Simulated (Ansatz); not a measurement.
# Energy differences in GeO

Computed with Ansatz's Gaussian-basis code (development build). Basis cc-pwCVTZ-PP on Ge, cc-pVTZ on O, scalar-relativistic core potentials (10 electrons on Ge), no spin–orbit coupling, 5 orbitals frozen in the corrections; active space CAS(6,6). Restricted Hartree–Fock, then the lowest state-specific CASSCF solution met for each case. Coupled cluster stands on the determinant that it favours, not always the lowest RHF. On stretched bonds single-reference methods can fail or change state. Unlike active orbitals can shift such differences by tenths of an eV, at times by over 1 eV.

Case A, singlet: bond length 1.8688 Å.

Case B, triplet: bond length 1.6250 Å.

Case C, singlet: bond length 1.6250 Å.

Energy less that of case A, in eV:

```json
{"case": "B", "RHF/ROHF": "+0.816", "CASSCF": "+3.492", "CCSD(T)": "+3.178"}
{"case": "C", "RHF/ROHF": "-1.552", "CASSCF": "-0.931", "CCSD(T)": "-0.921"}
```

(1) What does SC-NEVPT2 give for these differences?

(2) Which case is lowest, and do the methods agree?

## Answers

(1) B: +3.262 eV (75.2 kcal/mol); C: -0.888 eV (-20.5 kcal/mol).

(2) C is lowest in SC-NEVPT2. Of the methods shown, RHF/ROHF, CASSCF, CCSD(T) agree.
